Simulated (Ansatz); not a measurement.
Cost and result for the atomization energy of F3HSeSi (`F[Si](F)(F)[SeH]`) (6 atoms, 5 bonds).

Charge 0, multiplicity 1. Correlated methods include outer-core shells of Se, which these sets cover unevenly. Scalar relativity is left out up to krypton. Geometry: relaxed with PBE0-D4/def2-TZVP. It is one conformer, not always the lowest. Program: Ansatz. All runs use 4 threads of an Arm Neoverse V2 on a shared host. Times are those of one run each, without the atoms' runs, and a repeat can differ threefold. Electronic energies, without spin–orbit coupling; frozen cores. CCSD(T)/CBS adds CCSD(T) − MP2 in def2-TZVPP to the MP2 limit, and its time is that of the two runs behind it. T1 = 0.011. With those shells the extrapolation isn't a true limit. B3LYP takes the VWN-RPA correlation (the form of Gaussian; ORCA's B3LYP/G). HSE06 is the plane-wave form, built on full-range PBE exchange.

CCSD(T)/CBS is a level of theory with its own doubt, some kJ/mol a heavy atom from the limit and from the frozen cores, so smaller differences don't rank the functionals.

```
                            level  functions  wall time
             revPBE-D4/def2-TZVPP        197      1.3 s
              HSE06-D4/def2-TZVPP        197      2.1 s
              BHLYP-D4/def2-TZVPP        197      2.3 s
          CAM-B3LYP-D4/def2-TZVPP        197      2.3 s
B3LYP-D4/def2-TZVPP (with forces)        197        3 s
                B2PLYP/def2-TZVPP        197      3.5 s
              PBE-QIDH/def2-TZVPP        197      3.5 s
                 CCSD(T)/def2-SVP         97      3.8 s
                B97M-V/def2-TZVPP        197      5.5 s
 ωB97M-V/def2-TZVPP (with forces)        197        8 s
                   MP2/def2-QZVPP        360       13 s
               CCSD(T)/def2-TZVPP        197       90 s
                CCSD(T)/CBS(def2)          –      100 s
```

(1) What atomization energy does each give, and how far from CCSD(T)/CBS? (An estimate is asked.)

Results:

(1) The calculation gave: 
```json
{"level": "revPBE-D4/def2-TZVPP", "atomization (kJ/mol)": "2333.1", "difference from CCSD(T)/CBS": "-80.3", "per bond": "-16.1"}
{"level": "HSE06-D4/def2-TZVPP", "atomization (kJ/mol)": "2348.3", "difference from CCSD(T)/CBS": "-65.1", "per bond": "-13.0"}
{"level": "BHLYP-D4/def2-TZVPP", "atomization (kJ/mol)": "2265.3", "difference from CCSD(T)/CBS": "-148.1", "per bond": "-29.6"}
{"level": "CAM-B3LYP-D4/def2-TZVPP", "atomization (kJ/mol)": "2383.4", "difference from CCSD(T)/CBS": "-30.0", "per bond": "-6.0"}
{"level": "B3LYP-D4/def2-TZVPP (with forces)", "atomization (kJ/mol)": "2352.9", "difference from CCSD(T)/CBS": "-60.5", "per bond": "-12.1"}
{"level": "B2PLYP/def2-TZVPP", "atomization (kJ/mol)": "2353.3", "difference from CCSD(T)/CBS": "-60.1", "per bond": "-12.0"}
{"level": "PBE-QIDH/def2-TZVPP", "atomization (kJ/mol)": "2355.5", "difference from CCSD(T)/CBS": "-57.9", "per bond": "-11.6"}
{"level": "CCSD(T)/def2-SVP", "atomization (kJ/mol)": "2151.0", "difference from CCSD(T)/CBS": "-262.4", "per bond": "-52.5"}
{"level": "B97M-V/def2-TZVPP", "atomization (kJ/mol)": "2387.7", "difference from CCSD(T)/CBS": "-25.7", "per bond": "-5.2"}
{"level": "ωB97M-V/def2-TZVPP (with forces)", "atomization (kJ/mol)": "2380.7", "difference from CCSD(T)/CBS": "-32.7", "per bond": "-6.6"}
{"level": "MP2/def2-QZVPP", "atomization (kJ/mol)": "2487.1", "difference from CCSD(T)/CBS": "73.7", "per bond": "14.7"}
{"level": "CCSD(T)/def2-TZVPP", "atomization (kJ/mol)": "2326.3", "difference from CCSD(T)/CBS": "-87.1", "per bond": "-17.4"}
{"level": "CCSD(T)/CBS(def2)", "atomization (kJ/mol)": "2413.4", "difference from CCSD(T)/CBS": "0.0", "per bond": "0.0"}
```

From r2SCAN to r2SCAN0 (25 % exact exchange), in def2-TZVPP and without D4, the atomization energy moves by −69.0 kJ/mol: exact exchange takes away binding that semilocal exchange gives to molecules. In def2-TZVPP, CCSD(T) changes the Hartree–Fock value by +591.8 kJ/mol (the triples alone add +42.4 kJ/mol) and MP2 by +698.8 kJ/mol; breaking electron pairs costs correlation energy, which Hartree–Fock lacks. Leaving LDA and LC-ωPBE aside and taking each functional with its dispersion term where it has one, the values, not all of them listed here, spread over 149.1 kJ/mol, from BHLYP-D4 to PBE-D4. LDA lies +366.0 kJ/mol from PBE without D4, its usual overbinding.
